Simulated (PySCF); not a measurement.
# CsI: script and output

Input:

```python
from pyscf import gto, scf

mol = gto.M(
    atom='Cs 0 0 0; I 0 0 3.759',
    basis='def2-svpd',
    ecp={'Cs': 'def2-svpd', 'I': 'def2-svpd'},
    charge=0,
    spin=0,
    verbose=4,
)
mf = scf.UHF(mol)
mf.kernel()
mf.mulliken_pop()
mf.dip_moment()
print('orbital energies (hartree):', [e[max(0, n-3):n+3].round(4) for e, n in zip(mf.mo_energy, mol.nelec)])
```

```bash
$ OMP_NUM_THREADS=1 python input.py
```

The log (some set-up lines and the per-cycle HOMO/LUMO lines with their warnings removed):

```
PySCF version 2.14.0

[INPUT] Symbol           X                Y                Z      unit          X                Y                Z       unit  Magmom
[INPUT]  1 Cs     0.000000000000   0.000000000000   0.000000000000 AA    0.000000000000   0.000000000000   0.000000000000 Bohr   0.0
[INPUT]  2 I      0.000000000000   0.000000000000   3.759000000000 AA    0.000000000000   0.000000000000   7.103480502240 Bohr   0.0

nuclear repulsion = 31.6746135826018
number of shells = 24
number of NR pGTOs = 108
number of NR cGTOs = 62
basis = def2-svpd
ecp = {'Cs': 'def2-svpd', 'I': 'def2-svpd'}

******** <class 'pyscf.scf.uhf.UHF'> ********
method = UHF
initial guess = minao
damping factor = 0
level_shift factor = 0
DIIS = <class 'pyscf.scf.diis.CDIIS'>
SCF conv_tol = 1e-09
SCF max_cycles = 50
number electrons alpha = 17  beta = 17
init E= -280.675491364643
cycle= 1 E= -315.575749263565  delta_E= -34.9  |g|= 1.58  |ddm|= 5.56
cycle= 2 E= -311.656219829215  delta_E= 3.92  |g|= 1.31  |ddm|= 4.54
cycle= 3 E= -316.280821864146  delta_E= -4.62  |g|= 0.608  |ddm|= 3.28
cycle= 4 E= -316.55206079524  delta_E= -0.271  |g|= 0.219  |ddm|= 0.987
cycle= 5 E= -316.606164139055  delta_E= -0.0541  |g|= 0.0233  |ddm|= 0.537
cycle= 6 E= -316.606766444136  delta_E= -0.000602  |g|= 0.00481  |ddm|= 0.0884
cycle= 7 E= -316.606811377843  delta_E= -4.49e-05  |g|= 0.00101  |ddm|= 0.0171
cycle= 8 E= -316.60681360742  delta_E= -2.23e-06  |g|= 0.000287  |ddm|= 0.00425
cycle= 9 E= -316.606813814059  delta_E= -2.07e-07  |g|= 7.07e-05  |ddm|= 0.00121
cycle= 10 E= -316.606813834211  delta_E= -2.02e-08  |g|= 1.54e-05  |ddm|= 0.000406
cycle= 11 E= -316.60681383508  delta_E= -8.69e-10  |g|= 2.44e-06  |ddm|= 8.95e-05
Extra cycle  E= -316.606813835097  delta_E= -1.66e-11  |g|= 1.08e-06  |ddm|= 8e-06
converged SCF energy = -316.606813835097  <S^2> = 8.4732221e-12  2S+1 = 1
 ** Mulliken pop       alpha | beta **
pop of  0 Cs 5s       -0.15606 | -0.15606
pop of  0 Cs 6s        0.76566 | 0.76566
pop of  0 Cs 7s        0.39004 | 0.39004
pop of  0 Cs 8s        0.01428 | 0.01428
pop of  0 Cs 9s       -0.00285 | -0.00285
pop of  0 Cs 5px       0.90125 | 0.90125
pop of  0 Cs 5py       0.90125 | 0.90125
pop of  0 Cs 5pz       0.90609 | 0.90609
pop of  0 Cs 6px       0.09924 | 0.09924
pop of  0 Cs 6py       0.09924 | 0.09924
pop of  0 Cs 6pz       0.09367 | 0.09367
pop of  0 Cs 7px      -0.00027 | -0.00027
[50 lines left out]
In total            17.00000 | 17.00000
 ** Mulliken atomic charges   ( Nelec_alpha | Nelec_beta ) **
charge of  0Cs =      0.92312  (     4.03844      4.03844 )
charge of  1I =     -0.92312  (    12.96156     12.96156 )
Dipole moment(X, Y, Z, Debye): -0.00000,  0.00000, -14.81042
orbital energies (hartree): [array([-0.2753, -0.2655, -0.2655, -0.0186,  0.0038,  0.0038]), array([-0.2753, -0.2655, -0.2655, -0.0186,  0.0038,  0.0038])]
```

In short: E(SCF) = -316.606814 Eh, 11 cycles, μz(SCF) = -14.81 D.

It ran on Arm Neoverse V1 (1 thread, shared host) in 1.3 s.

The bond length is a typed value, not an optimised one. No search for the lowest solution was made.
